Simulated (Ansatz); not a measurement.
Diborane tri F (B2H3F3) was relaxed with r2SCAN-D4 (def2-SVP) in Ansatz in these states: charge +1 doublet, neutral singlet. The geometries follow in no particular order.

A:

```xyz
8

B     0.2777    0.7073   -0.9474
F     1.4755    0.9917   -1.2993
F    -0.8661    0.9985   -1.4610
H     0.1887   -1.1798   -0.4207
B     0.2010   -0.4066    0.5407
F     1.0388   -0.3726    1.5261
H    -1.1784   -0.7772    1.0301
H    -1.1372    0.0386    1.0315
```

B:

Cartesian coordinates in Å:
```
B 0.4803 -0.5337 -0.5415
F 0.2808 -1.8452 -0.4594
F 1.3694 -0.0435 -1.4041
H -0.6971 0.1610 -0.7144
B -0.4831 0.5435 0.5445
F -1.3521 -0.0488 1.3788
H -0.3368 1.7368 0.5067
H 0.7386 0.0298 0.6893
```

Task: Judge from the bond lengths which geometry belongs to which state (an estimate).

Result: A is the charge +1 doublet (B1–H8 2.523 Å, B1–H4 1.961 Å, B5–H7 1.510 Å); B is the neutral singlet (B1–H8 1.378 Å, B1–H4 1.378 Å, B5–H7 1.203 Å).
